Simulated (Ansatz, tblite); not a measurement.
Cost and result up the ladder for C₁₉H₁₅Br (relaxed from a model of trityl bromide, whose bonding it doesn't keep) (35 atoms). Charge 0, multiplicity 1. Geometry: r2SCAN-D4/def2-SVP.

Cartesian coordinates in Å:
```
Br -1.4713 1.2143 -2.1846
C 2.3944 -2.4675 -2.3530
C 2.8244 -1.5375 -1.4061
C 1.9272 -0.6054 -0.8702
C 0.5840 -0.5917 -1.2764
C -0.4234 0.3500 -0.6299
C 0.2410 1.4966 0.1215
C 0.9978 2.4582 -0.5727
C 1.6797 3.4615 0.1134
C 1.6244 3.5242 1.5114
C 0.8866 2.5687 2.2109
C 0.1994 1.5614 1.5229
C -1.4527 -0.3858 0.2186
C -2.6192 0.2715 0.6501
C -3.5231 -0.3628 1.5004
C -3.2789 -1.6687 1.9437
C -2.1193 -2.3260 1.5314
C -1.2115 -1.6909 0.6752
C 0.1591 -1.5409 -2.2241
C 1.0535 -2.4667 -2.7577
H 3.0980 -3.1913 -2.7752
H 3.8682 -1.5288 -1.0779
H 2.2780 0.1087 -0.1216
H 1.0390 2.4183 -1.6648
H 2.2548 4.2042 -0.4479
H 2.1554 4.3149 2.0500
H 0.8372 2.6030 3.3035
H -0.3659 0.8158 2.0867
H -2.8180 1.2893 0.3032
H -4.4284 0.1646 1.8162
H -3.9907 -2.1684 2.6075
H -1.9134 -3.3451 1.8724
H -0.3033 -2.2160 0.3704
H -0.8854 -1.5408 -2.5480
H 0.7025 -3.1907 -3.4993
```

Ansatz on 2 threads of AMD EPYC 7R13 on a shared host and a share (18 GiB) of an NVIDIA H100 80GB HBM3; xTB runs through tblite on one thread. Times are rough, summed over both states, and most runs start from the orbitals of an earlier one. B2PLYP/def2-TZVP serves as the yardstick here, not as an exact answer. The other state is a doublet.

The xTB rows come from tblite. Correlated methods freeze 28 core orbitals; core or outer-core shells of Br are correlated, in sets that lack core-valence functions. Single mean-field runs in def2-TZVP are fitted with def2-universal-jkfit. HOMO above LUMO, or a gap near zero within one spin, warns that the state may not be the lowest or that an electron is smeared out.

Correlated methods converge slowly with the basis.

Raw xTB energies of ions are shifted by several eV.

```csv
level,functions,wall time,vertical IE (eV),difference from B2PLYP/def2-TZVP (eV),remarks
GFN2-xTB,100,0.16 s,12.78,4.33,–
GFN1-xTB,115,0.17 s,13.56,5.11,–
PBE-D4/def2-TZVP,727,37 s,7.97,-0.48,gap within one spin near zero (+1 doublet)
PBE0-D4/def2-TZVP (with forces),727,44 s,8.39,-0.06,–
B2PLYP/def2-TZVP,727,55 s,8.45,0.00,–
```
